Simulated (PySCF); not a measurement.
[Ag(C2H4)(H)], neutral singlet in the gas phase. 

Cartesian coordinates (Å):
```xyz
8

Ag    -0.0032    -0.0967    -0.0551
C     -0.4186     1.6187     1.4751
C      0.5399     2.0709     0.6255
H     -1.4807     1.8199     1.2990
H     -0.1609     1.1361     2.4239
H      1.6053     1.9693     0.8584
H      0.2855     2.6532    -0.2665
H     -0.0497    -1.5105    -0.8600
```
Charge 0, multiplicity 1.

All levels are single points at this geometry (r2SCAN-D4/def2-SVP); Pople sets use spherical d functions. Orbital energies aren't observables, and empty levels follow the basis.

B3LYP/LANL2DZ in PySCF gives HOMO (eV) = -6.11.

### Question
Estimate the HOMO (eV) from each of these levels: TPSSh-D3(BJ)/def2-TZVP in PySCF; B3LYP/6-31G* (LANL2DZ on Ag) in PySCF; BP86/6-31G* (LANL2DZ on Ag) in PySCF; PBE/6-31G* (LANL2DZ on Ag) in PySCF; HF/6-31G* (LANL2DZ on Ag) in PySCF.

### Answer

```tsv
level	HOMO (eV)
TPSSh-D3(BJ)/def2-TZVP in PySCF	-5.76
B3LYP/6-31G* (LANL2DZ on Ag) in PySCF	-6.09
BP86/6-31G* (LANL2DZ on Ag) in PySCF	-5.45
PBE/6-31G* (LANL2DZ on Ag) in PySCF	-5.31
HF/6-31G* (LANL2DZ on Ag) in PySCF	-8.25
```
